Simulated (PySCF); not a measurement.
Molfile (atoms numbered from 1):
```
C5H5F3Si
     RDKit          3D

 14 14  0  0  0  0  0  0  0  0999 V2000
   -1.9701   -0.6353   -0.4406 C   0  0  0  0  0  0  0  0  0  0  0  0
   -0.5623   -0.2664   -0.1358 C   0  0  0  0  0  0  0  0  0  0  0  0
    0.4537   -1.1354   -0.0325 C   0  0  0  0  0  0  0  0  0  0  0  0
    1.7535   -0.5470    0.2746 C   0  0  0  0  0  0  0  0  0  0  0  0
    2.7974   -1.3804    0.3866 F   0  0  0  0  0  0  0  0  0  0  0  0
    1.8479    0.7787    0.4283 C   0  0  0  0  0  0  0  0  0  0  0  0
    0.1307    1.4697    0.1745 Si  0  0  0  0  0  4  0  0  0  0  0  0
   -0.0715    2.5222   -1.0149 F   0  0  0  0  0  0  0  0  0  0  0  0
   -0.5276    2.2712    1.3942 F   0  0  0  0  0  0  0  0  0  0  0  0
   -2.0774   -1.7098   -0.5707 H   0  0  0  0  0  0  0  0  0  0  0  0
   -2.6241   -0.3063    0.3660 H   0  0  0  0  0  0  0  0  0  0  0  0
   -2.2984   -0.1306   -1.3485 H   0  0  0  0  0  0  0  0  0  0  0  0
    0.3727   -2.2033   -0.1567 H   0  0  0  0  0  0  0  0  0  0  0  0
    2.7747    1.2721    0.6534 H   0  0  0  0  0  0  0  0  0  0  0  0
  1  2  1  0
  2  3  2  0
  3  4  1  0
  4  5  1  0
  4  6  2  0
  6  7  1  0
  7  8  1  0
  7  9  1  0
  7  2  1  0
  1 10  1  0
  1 11  1  0
  1 12  1  0
  3 13  1  0
  6 14  1  0
M  END
```

Isolated molecule, a single conformation, one averaged value for each set of equivalent atoms, non-relativistic. PBE0/pcSseg-1 with gauge-including orbitals; structure optimised with GFN2-xTB; PySCF 2.14.0 with density-fitted response routines.

References, each an isolated molecule treated in the same way: 13C (σref 186.93) and 1H (σref 31.72) and 29Si (σref 349.16) vs TMS; CFCl3 for 19F (σref 170.95).

```json
{"atoms": "H13", "nucleus": "1H", "count": "1", "δ (ppm)": "6.37"}
{"atoms": "H14", "nucleus": "1H", "count": "1", "δ (ppm)": "4.32"}
{"atoms": "F8/F9", "nucleus": "19F", "count": "2", "δ (ppm)": "-175.1"}
{"atoms": "H10/H11/H12", "nucleus": "1H", "count": "3", "δ (ppm)": "?"}
{"atoms": "Si7", "nucleus": "29Si", "count": "1", "δ (ppm)": "-19.9"}
{"atoms": "C4", "nucleus": "13C", "count": "1", "δ (ppm)": "?"}
{"atoms": "C6", "nucleus": "13C", "count": "1", "δ (ppm)": "89.8"}
{"atoms": "C2", "nucleus": "13C", "count": "1", "δ (ppm)": "152.4"}
{"atoms": "C1", "nucleus": "13C", "count": "1", "δ (ppm)": "20.9"}
{"atoms": "F5", "nucleus": "19F", "count": "1", "δ (ppm)": "-74.7"}
{"atoms": "C3", "nucleus": "13C", "count": "1", "δ (ppm)": "?"}
```

Estimate the values marked ?.

Results:


- C4: 187.0 ppm, fully substituted alkene carbon
- C3: 144.2 ppm, alkene CH; an sp2 carbon of a C=C bond
- H10/H11/H12: 2.02 ppm, hydrogen on an allylic methyl carbon; allylic position

Shifts are as computed. Against solution values, carbons near 30 ppm lie about +3 ppm off and those near 130 ppm about +5 ppm. Of 1211 compounds with measured shifts, 218 miss one by over three times the rms of a fit or turn the order of signals round; such compounds aren't used in these exercises. Unscaled 19F shifts against computed CFCl3 carry errors that often reach 10 to 50 ppm.
